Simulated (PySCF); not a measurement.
An unknown shows these calculated signals:

¹H NMR (400 MHz, computed): δ 6.33 (s, 1H), 5.17 (t, 1H), 5.03 (s, 3H), 2.74 (m, 2H), 2.63 (m, 2H).

¹³C{¹H} NMR (computed): δ 160.7 (C), 151.2 (C), 122.1 (CH), 116.0 (CH), 29.6 (CH2), 29.6 (CH2).

PySCF calculation with GFN2-xTB geometry and shielding tensors at PBE0/pcSseg-1 (GIAO); single conformer, no solvent, one averaged value for each set of equivalent atoms, relativity neglected.

Chemical shifts δ = σref − σ; ¹H and ¹³C vs TMS, all at this level.

Q: Which of these does the molecule contain: a non-aromatic C=C double bond, a Si–CH3 group, a nitrile, a benzene ring, a Si–H bond?

A: 
- A non-aromatic C=C double bond: yes.
- A Si–CH3 group: no.
- A nitrile: no.
- A benzene ring: no.
- A Si–H bond: yes (δH 5.03 (s)).

The data belong to SMILES Cl/C=C1/C(O[SiH3])=CCC1, C$_{6}$H$_{9}$ClOSi; they needn't prove each group on their own.

Carbon signals by region: 1 in the far downfield region (above 160 ppm), 3 in the sp2 and nitrile region (100–160 ppm), 2 below 50 ppm. Above 160 ppm: 160.7, alkene carbon bearing oxygen.

Carbons that carry Cl, above all several Cl atoms, come out too deshielded, partly because spin–orbit coupling is missing. Shifts are as computed. Against solution values, carbons near 30 ppm lie about +3 ppm off and those near 130 ppm about +5 ppm; carbons on Cl a further +6 ppm. Of 1309 compounds with measured shifts, 239 miss one by over three times the rms of a fit or turn the order of signals round; such compounds aren't used in these exercises. No couplings were computed; multiplicities are counted from neighbouring protons, with m where these are inequivalent, close in shift, in a saturated or five-membered ring or joined by F or P, and br s for small geminal =CH2 splittings.
